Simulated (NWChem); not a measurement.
**Basis-set convergence for H5BOSi**

```xyz
8

B      0.5064    -1.7203     0.0000
H      1.7098    -1.5396     0.0000
H      0.0292    -2.8334     0.0000
O     -0.3371    -0.6706     0.0000
Si    -0.1019     0.9956     0.0000
H     -0.7521     1.5478    -1.2195
H      1.3579     1.3060     0.0000
H     -0.7521     1.5478     1.2195
```
Charge 0, spin multiplicity 1.

The numbers come from NWChem runs, not from measurements. Structure: optimised with PBE0/def2-SVP, a minimum by its harmonic frequencies. It is one conformer; others weren't searched.

Quantity: vertical ionisation energy at the level ΔHF (Δ: difference of total energies, the cation a doublet at the parent's geometry with its hole in an orbital of symmetry a' (Cs labels); it is the state that the SCF runs reached, from PBE0 orbitals for Hartree-Fock references, and need not be the lowest).

The Pople sets run with spherical d functions. The structure started from a generated list of species. The stability of the SCF solutions was not checked. Open-shell Hartree-Fock references start from PBE0 orbitals; any time given for them includes that run.

Relative cost: rough, from shared machines, SCF included, pcseg-1 = 1.

| basis | functions | vertical ionisation energy (eV) | relative cost |
|---|---|---|---|
| pcseg-1 | 71 | ? | 1 |
| def2-SVP | 71 | 10.62 | under 3 |
| cc-pVDZ | 71 | ? | under 3 |
| 6-311G** | 92 | 10.51 | under 3 |
| def2-SVPD | 107 | 10.61 | under 3 |
| aug-pcseg-1 | 118 | 10.61 | under 3 |
| def2-TZVP | 129 | 10.53 | 4 |
| pcseg-2 | 164 | 10.54 | 8 |
| cc-pVTZ | 164 | 10.52 | 8 |

Q: Some entries are withheld; supply them.

A: 
- pcseg-1, vertical ionisation energy (eV): 10.63
- cc-pVDZ, vertical ionisation energy (eV): 10.49
